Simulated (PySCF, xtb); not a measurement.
Au(CO) (CAuO), SMILES [C-](#[O+])->[Au+], charge +1, multiplicity 1.

Harmonic wavenumbers (cm⁻¹) from GFN2-xTB in xtb at its own minimum, in rising order: 296, 296, 394, 2317.

### Question
What does PySCF with PBE-D3(BJ)/def2-TZVP give at its own minimum? (An estimate is asked for; the answer gives what the named calculation found.)

### Answer
315, 315, 431, 2209. Paired by order, the mean absolute difference is 46 cm⁻¹ and the zero-point energies are 4.7 and 4.7 kcal/mol.
